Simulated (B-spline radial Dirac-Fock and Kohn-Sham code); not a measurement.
## Electron momentum distribution of Yb³⁺: Compton profiles

System: Yb³⁺, configuration [Xe] 4f12 6s1 (not the ground configuration).

The computed values come from a radial atomic solver: the impulse approximation on Dirac-Fock densities. pz is in atomic units of momentum; subshell profiles are per electron, for a selection of subshells; open shells are spread over both j values by their weights.

| pz | J total | J 3p1/2 | J 4p1/2 | J 5p3/2 | J 6s1/2 |
| --- | --- | --- | --- | --- | --- |
| 0 | 8.203 | 0.0505 | 0.115 | 0.332 | 1.11 |
| 0.1 | 8.131 | 0.0505 | 0.115 | 0.332 | 1.05 |
| 0.2 | 7.936 | 0.0505 | 0.115 | 0.332 | 0.883 |
| 0.3 | 7.665 | 0.0505 | 0.115 | 0.331 | 0.667 |
| 0.4 | 7.372 | 0.0505 | 0.115 | 0.328 | 0.453 |
| 0.5 | 7.097 | 0.0505 | 0.115 | 0.323 | 0.283 |
| 0.6 | 6.855 | 0.0505 | 0.115 | 0.314 | 0.172 |
| 0.8 | 6.437 | 0.0505 | 0.115 | 0.286 | 0.0886 |
| 1 | 6.029 | 0.0505 | 0.114 | 0.244 | 0.0826 |
| 1.2 | 5.597 | 0.0505 | 0.113 | 0.195 | 0.0752 |
| 1.4 | 5.173 | 0.0505 | 0.112 | 0.147 | 0.0557 |
| 1.6 | 4.798 | 0.0504 | 0.110 | 0.104 | 0.0348 |
| 1.8 | 4.488 | 0.0504 | 0.107 | 0.0707 | 0.0196 |
| 2 | 4.240 | 0.0503 | 0.104 | 0.0465 | 0.0110 |
| 2.5 | 3.796 | 0.0500 | 0.0927 | 0.0180 | 0.00545 |
| 3 | 3.437 | 0.0494 | 0.0786 | 0.0127 | 0.00526 |
| 4 | 2.707 | 0.0475 | 0.0484 | 0.0115 | 0.00278 |
| 5 | 2.045 | 0.0443 | 0.0252 | 0.00675 | 0.000906 |
| 7 | 1.226 | 0.0345 | 0.00785 | 0.00136 | 0.000444 |
| 10 | 0.7131 | 0.0180 | 0.00652 | 0.000910 | 0.000200 |
| 15 | 0.3500 | 0.00394 | 0.00201 | 0.000245 | 3.86e-05 |
| 20 | 0.1903 | 0.00186 | 0.000463 | 6.15e-05 | 3.06e-05 |
| 30 | 0.07066 | 0.00151 | 0.000342 | 4.64e-05 | 4.15e-06 |
| 40 | 0.03221 | 0.000743 | 0.000178 | 2.03e-05 | 1.19e-06 |
| 60 | 0.009895 | 0.000140 | 3.36e-05 | 2.92e-06 | < 1e-6 |
| 100 | 0.001842 | 9.70e-06 | 2.29e-06 | < 1e-6 | < 1e-6 |

J(0) = 8.203. The 5p3/2 subshell gives the largest part, 16 %.

Mean momentum ⟨p⟩ by subshell (a.u.): 1s1/2 71.0, 2s1/2 25.4, 2p1/2 33.5, 2p3/2 30.1, 3s1/2 12.8, 3p1/2 15.3, 3p3/2 14.2, 3d3/2 17.1, 3d5/2 16.7, 4s1/2 6.47, 4p1/2 7.24, 4p3/2 6.80, 4d3/2 7.39, 4d5/2 7.24, 4f5/2 6.86, 4f7/2 6.77, 5s1/2 2.51, 5p1/2 2.63, 5p3/2 2.44, 6s1/2 0.993.
